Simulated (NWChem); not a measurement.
Molecule: MgHCl; SMILES [MgH][Cl]

```xyz
3

Mg    -0.0019     1.1358     0.0000
H     -0.0077     2.8290     0.0000
Cl     0.0014    -1.0756     0.0000
```
Atoms are numbered in this order, from 1.

All runs: NWChem. Pople sets run with spherical d functions. All runs use the structure optimised with B3LYP/6-31G* (spherical d). B3LYP is NWChem's, with the RPA form of VWN correlation. GIAO values for the isolated, static molecule; σ is the absolute isotropic shielding, δ = σ(reference) − σ with the isolated reference molecule computed at the same levels (1H: tetramethylsilane).

| level | σ Mg1 (ppm) | δ H2 (ppm) | σ Cl3 (ppm) |
|---|---|---|---|
| PBE0/pcSseg-2 | 485.9 | 4.73 | 1023.6 |
| PBE0/pcSseg-1 | 485.9 | ? | ? |
| B3LYP/6-31G* | 530.1 | 5.39 | 1015.5 |
| B3LYP/6-311G** | 483.5 | 5.02 | 997.4 |

Question: What belongs in the gaps?

Answer: 
- PBE0/pcSseg-1, δ H2 (ppm): 4.88
- PBE0/pcSseg-1, σ Cl3 (ppm): 1039.7
